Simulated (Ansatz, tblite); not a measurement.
Forces on B6Sb6 at its r2SCAN-D4/def2-SVP geometry. Charge 0, multiplicity 1.

In the def2 sets Sb takes a core potential; there is no spin–orbit coupling. The xTB rows come from tblite. Another isomer (singlet) lies 2.16 eV lower at PBE0-D4/def2-SVP; other spin states weren't run for this one.

GFN1-xTB (tblite), largest force 1.50 eV/Å:

```xyz
12
positions Å, forces eV/Å
B     0.165   -1.249    1.960    0.335   -0.541    0.371
B    -0.909    0.185    1.565    0.003    0.764   -1.173
B     0.139    0.649    0.423   -0.315    0.475   -0.114
B    -1.288   -1.073    2.521    0.347   -0.104    0.310
B     1.068   -0.270   -0.758   -0.154   -0.790   -0.072
B     0.956    1.535   -0.662   -0.457    0.669    0.349
Sb    2.936    1.029   -1.498   -1.068   -0.493   -0.139
Sb   -0.972    2.349   -1.730    0.288   -1.422    0.396
Sb   -2.564    0.762    0.008    1.225   -0.651   -0.102
Sb    1.590   -2.046    0.480   -0.978    0.330   -0.193
Sb    0.600    0.228   -2.918    0.332    0.732    0.976
Sb   -1.720   -2.100    0.609    0.442    1.032   -0.610
```

GFN2-xTB (tblite), largest force 1.95 eV/Å:

```
B -0.556 0.014 0.191
B 0.755 0.015 -0.496
B 0.511 0.178 0.117
B 1.381 0.536 -1.265
B -0.389 0.216 0.084
B -0.595 -0.573 1.094
Sb -0.884 -0.189 0.107
Sb -0.026 -0.427 0.097
Sb 0.286 -0.601 -0.156
Sb -0.557 0.284 0.071
Sb 0.287 -0.061 0.381
Sb -0.214 0.607 -0.225
```

PBE-D4/def2-SVP (Ansatz), largest force 0.28 eV/Å:

```
B 0.118 0.062 0.039
B 0.039 0.061 0.066
B -0.025 -0.029 0.032
B -0.163 0.019 0.224
B -0.045 0.025 0.004
B -0.010 0.024 0.033
Sb 0.263 0.041 0.007
Sb -0.014 0.188 -0.075
Sb -0.143 -0.034 0.039
Sb 0.105 -0.102 -0.044
Sb -0.087 -0.126 -0.154
Sb -0.038 -0.130 -0.171
```
